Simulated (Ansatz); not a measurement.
Two isomers of C3H7BFN: A = `BC(=C)NCF`, B = `C/C(BN)=C\F`.

Gas-phase electronic energies from Ansatz, PBE0-D4/def2-TZVP geometries. CBS: MP2 limit from def2 TZ/QZ plus the TZ coupled-cluster correction, frozen cores. Functionals use def2-TZVPP. B3LYP here is the variant with VWN-RPA as its local correlation; programs differ in this. Each species was taken in one conformer, which may not be the lowest.

Q: Which is lower in electronic energy at CCSD(T)/CBS, and by how much? (Best estimate.)

A: The calculation gave: B, by 205.1 kJ/mol.

Q: Give E(B) − E(A) in kJ/mol with B2PLYP, PBE0-D4, B3LYP, MP2/def2-TZVPP, ωB97M-V, B3LYP-D4, CCSD/def2-TZVPP. (Best estimate.)

A: Computed: B2PLYP -203.3, PBE0-D4 -204.4, B3LYP -201.0, MP2/def2-TZVPP -208.6, ωB97M-V -206.3, B3LYP-D4 -199.9, CCSD/def2-TZVPP -205.3. None reverses the order clearly.

Largest T1 diagnostic: 0.012.

In def2-TZVPP, CCSD(T) changes the Hartree–Fock value by −8.8 kJ/mol (the triples alone add +0.4 kJ/mol) and MP2 by −12.5 kJ/mol.
